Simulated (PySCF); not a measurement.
NMR data simulated for an unnamed compound:

¹H NMR (300 MHz, computed): δ 2.85 (m, 3H), 2.08 (s, 3H), 1.32 (br s, 1H).

¹³C{¹H} NMR (computed): δ 137.1 (C), 111.6 (C), 77.6 (C), 35.7 (CH3), 5.6 (CH3).

PySCF 2.14 calculation with PBE0-D3(BJ)/def2-SVP structure and NMR shieldings at B3LYP/pcSseg-1/GIAO; averaged over atoms made equivalent by symmetry, fast rotation or ring inversion, relativity neglected, one computed conformer, in vacuum.

Chemical shifts δ = σref − σ; ¹H and ¹³C vs TMS, all at this level.

Problem. Which of these does the molecule contain: an NH or NH2 group, a methoxy group, an aldehyde, a vinyl group CH=CH2, an N-methyl group, a CF3 group?

Solution. 
- An NH or NH2 group: yes (δH 1.32 (br s)).
- A methoxy group: no.
- An aldehyde: no.
- A vinyl group CH=CH2: no.
- An N-methyl group: yes (δC 35.7; δH 2.85 (m)).
- A CF3 group: yes (δC 137.1).

The data belong to `CC#CP(NC)C(F)(F)F`, C₅H₇F₃NP; they needn't prove each group on their own.

Carbon signals by region: 2 in the sp2 and nitrile region (100–160 ppm), 1 at 50–100 ppm, 2 below 50 ppm.

OH and NH positions are those of a molecule without intermolecular hydrogen bonds; in solution they move with solvent, concentration and temperature, and exchange usually removes their couplings. Splittings by ¹⁹F and ³¹P in the carbon and heteronuclear signals aren't shown, as no couplings were computed. Shifts are as computed. Against solution values, carbons near 30 ppm lie about +2 ppm off and those near 130 ppm about +6 ppm (rms about the fit 1.1 ppm; single classes can miss by 10 ppm). Of 1328 compounds with measured shifts, 309 miss one by over three times the rms of a fit or turn the order of signals round; such compounds aren't used in these exercises. Signals without a measured value on file couldn't be tested in this way. No couplings were computed; multiplicities are counted from neighbouring protons, with m where these are inequivalent, close in shift, in a saturated or five-membered ring or joined by F or P, and br s for small geminal =CH2 splittings.
